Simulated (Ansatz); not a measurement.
```yaml
crystal:
  periodic: [false, false, false]
  atoms:
    - {symbol: C, position_ang: [-2.266333, 2.694202, -0.369809]}
    - {symbol: Ga, position_ang: [0.635939, 0.741743, -1.409974]}
    - {symbol: C, position_ang: [1.654898, -2.423288, 0.324693]}
    - {symbol: O, position_ang: [0.276422, -3.138132, 2.208205]}
    - {symbol: H, position_ang: [-3.369279, 1.456843, 1.346101]}
    - {symbol: H, position_ang: [-1.441893, 3.926006, 0.908665]}
    - {symbol: H, position_ang: [-3.658664, 3.420433, -1.656431]}
    - {symbol: H, position_ang: [2.127069, 1.291450, -3.929006]}
    - {symbol: H, position_ang: [3.817030, -2.149717, 0.810880]}
    - {symbol: H, position_ang: [1.963763, -3.731553, -0.853595]}
    - {symbol: H, position_ang: [-0.651130, -1.861330, 3.301757]}
basis:
  gaussian: {orbitals: 6-31G}
hamiltonian: {xc: {name: BHLYP}, dispersion: d4}
output: {forces: true}
```

```sh
$ ansatz run in.yaml --threads 4 --pin off --events-out ev --progress --plain --max-ram 10444MiB
```

Output, abridged:

```
Functional definition: BHLYP
811 factors; integrals over basis functions are off by at most 3.5e-4 eV
mean field evaluation 1: about -56544.2480 eV, gradient 7.1e1 eV
mean field evaluation 2: about -56230.5242 eV, gradient 1.9e2 eV
mean field evaluation 4: about -56529.4189 eV, gradient 8.5e1 eV
mean field evaluation 8: about -56559.6039 eV, gradient 2.0e1 eV
mean field evaluation 16: about -56561.4376 eV, gradient 3.2e-1 eV
mean field evaluation 32: about -56561.2675 eV, gradient 1.9e0 eV
mean field -56561.43931734 eV, -2078.5945561915 hartree, gradient 5.6e-5 eV, S^2 0.000000; 4 other end points of the search recorded, 0 dependent functions left out
reference -56561.43961571 eV, -2078.5945671567 hartree; 29, 29 occupied and 41, 41 virtual orbitals, 811 factors
Total energy: -56561.64284719 eV, -2078.6020357759 hartree
Atom 0 at    -2.266333     2.694202    -0.369809 Å, force    -1.166518     1.454446     1.896301 eV/Å
Atom 1 at     0.635939     0.741743    -1.409974 Å, force     0.229408     0.129252    -0.668783 eV/Å
Atom 2 at     1.654898    -2.423288     0.324693 Å, force     1.976104    -2.204952    -0.551118 eV/Å
Atom 3 at     0.276422    -3.138132     2.208205 Å, force    -0.745253     2.897653     0.603696 eV/Å
Atom 4 at    -3.369279     1.456843     1.346101 Å, force     0.978835     1.028740    -1.632971 eV/Å
Atom 5 at    -1.441893     3.926006     0.908665 Å, force    -1.629652    -1.923790    -2.558708 eV/Å
Atom 6 at    -3.658664     3.420433    -1.656431 Å, force     2.317855    -0.894584     2.168480 eV/Å
Atom 7 at     2.127069     1.291450    -3.929006 Å, force    -0.601477    -0.233873     1.053336 eV/Å
Atom 8 at     3.817030    -2.149717     0.810880 Å, force    -2.669300    -0.336150    -0.523919 eV/Å
Atom 9 at     1.963763    -3.731553    -0.853595 Å, force    -0.870464     2.677187     2.811357 eV/Å
Atom 10 at    -0.651130    -1.861330     3.301757 Å, force     2.180460    -2.593930    -2.597670 eV/Å
Dipole moment:     0.037216     0.773208    -0.624547 e Å
```

(1) Something in this input is off. What?

Results:

(1) The coordinates are in bohr but typed as ångström. Self-consistency was reached. The result belongs to that input, not to the molecule as meant.
